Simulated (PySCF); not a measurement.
Job file and geometry (Å, from GFN2-xTB) of an NMR shielding run on SMILES CCC1=C[C@H]1N([SiH3])[SiH3], C₅H₁₃NSi₂, PySCF 2.14.0, density-fitted response routines, GIAO PBE0/pcSseg-1 NMR shielding, non-relativistic, gas phase; density fitting, a coarse starting grid and PySCF grid level 2 are the driver's defaults:

```
$ OMP_NUM_THREADS=1 python probes_run.py task.json out

{"job": {"kind": "nmr", "xc": "PBE0", "basis": "pcSseg-1"}, "charge": 0, "multiplicity": 1}
C      3.025160     0.040184    -0.863074
C      1.837231    -0.842972    -0.490555
C      0.960653    -0.194527     0.493784
C      0.704162     0.782311     1.324790
C     -0.382501    -0.221341     1.148447
N     -1.572324     0.092718     0.400134
Si    -1.496629     1.460123    -0.663972
Si    -2.848499    -1.078015     0.498163
H      3.656936    -0.459317    -1.593775
H      2.676886     0.978946    -1.287080
H      3.620069     0.263628     0.019012
H      2.190112    -1.793943    -0.076757
H      1.246383    -1.078886    -1.381215
H      0.996156     1.685806     1.801600
H     -0.583397    -0.947709     1.932793
H     -0.511154     1.255536    -1.735381
H     -1.124763     2.654444     0.099348
H     -2.829908     1.603897    -1.234578
H     -2.417197    -2.359259    -0.081479
H     -3.164313    -1.283520     1.916647
H     -3.991983    -0.541160    -0.227320
```

Problem. Write the output of this run.

Solution. 
```
coarse grid: 17800 points
cycle   1  E = -831.3240303430  dE =  9.211e-01  |g| = 4.727e-01  |ddm| = 4.200e+00
cycle   2  E = -831.2888490802  dE =  3.518e-02  |g| = 6.204e-01  |ddm| = 1.113e+00
cycle   3  E = -831.3756514666  dE = -8.680e-02  |g| = 9.999e-02  |ddm| = 7.233e-01
cycle   4  E = -831.3775597747  dE = -1.908e-03  |g| = 3.436e-02  |ddm| = 1.309e-01
cycle   5  E = -831.3778480889  dE = -2.883e-04  |g| = 6.671e-03  |ddm| = 4.916e-02
cycle   6  E = -831.3778576992  dE = -9.610e-06  |g| = 1.870e-03  |ddm| = 1.032e-02
final grid: 160720 points
cycle   7  E = -831.4219370679  dE = -3.418e-05  |g| = 7.062e-03  |ddm| = 4.822e-02
cycle   8  E = -831.4219307669  dE =  6.301e-06  |g| = 8.845e-03  |ddm| = 1.696e-02
cycle   9  E = -831.4219493995  dE = -1.863e-05  |g| = 1.147e-03  |ddm| = 9.263e-03
cycle  10  E = -831.4219496724  dE = -2.728e-07  |g| = 2.469e-04  |ddm| = 1.300e-03
cycle  11  E = -831.4219496855  dE = -1.308e-08  |g| = 7.329e-05  |ddm| = 3.979e-04
cycle  12  E = -831.4219496865  dE = -1.040e-09  |g| = 3.291e-05  |ddm| = 1.067e-04
cycle  13  E = -831.4219496867  dE = -2.451e-10  |g| = 8.504e-06  |ddm| = 3.716e-05
converged SCF energy = -831.4219496867

GIAO shielding tensors (ppm)
atom      isotropic    diamagn.    paramagn.     s11        s22        s33       span
  0 C      174.151     246.156     -72.005    163.521    172.163    186.768     23.247
  1 C      163.000     246.420     -83.419    149.731    165.627    173.642     23.911
  2 C       32.609     262.229    -229.620   -100.668     31.677    166.817    267.486
  3 C       64.992     257.983    -192.992    -62.651     73.208    184.417    247.068
  4 C      147.042     241.523     -94.481    102.198    113.381    225.547    123.349
  5 N      247.869     329.636     -81.767    203.200    233.218    307.187    103.987
  6 Si     407.631     880.928    -473.297    372.543    381.702    468.650     96.107
  7 Si     401.492     880.476    -478.984    360.778    367.323    476.373    115.595
  8 H       30.422      27.002       3.421     25.656     27.663     37.949     12.293
  9 H       30.268      29.973       0.295     25.896     29.395     35.512      9.616
 10 H       30.281      28.603       1.677     26.220     28.452     36.170      9.951
 11 H       29.026      29.675      -0.649     23.927     27.730     35.422     11.495
 12 H       28.751      32.262      -3.511     24.059     28.373     33.821      9.762
 13 H       24.094      35.806     -11.712     20.685     25.507     26.090      5.405
 14 H       28.614      32.756      -4.142     21.665     28.095     36.082     14.418
 15 H       27.423      31.256      -3.833     23.163     26.828     32.280      9.117
 16 H       27.286      30.489      -3.203     23.689     25.436     32.734      9.045
 17 H       27.429      30.648      -3.219     23.934     26.239     32.114      8.181
 18 H       26.933      29.956      -3.023     22.652     25.538     32.609      9.957
 19 H       26.882      29.086      -2.204     23.069     25.163     32.413      9.344
 20 H       27.006      29.503      -2.497     23.366     25.814     31.837      8.471
```

Problem. Turn these shieldings into chemical shifts. Referencing at the same level of theory: $^{13}$C (σ = 186.93 ppm) and $^{29}$Si (σ = 349.16 ppm) and $^{1}$H (σ = 31.72 ppm) against TMS; $^{15}$N (σ = 267.73 ppm) vs NH3.

Solution. Averaging equivalent atoms: C 2: 154.3; C 3: 121.9; C 4: 39.9; C 1: 23.9; C 0: 12.8; N 5: 19.9; Si 6/7: -55.4; H 13: 7.62; H 15/16/17/18/19/20: 4.56; H 14: 3.10; H 12: 2.97; H 11: 2.69; H 8/9/10: 1.39 ppm. Experimental scales use liquid or dissolved standards, which lie at an offset from isolated NH3 (liquid NH3: subtract about 20 ppm).

Size and cost of the density-fitted run: 215 basis functions, 2.2 min wall time (110 s CPU) on 1 thread of an Intel Xeon, shared host; peak memory 0.88 GiB.
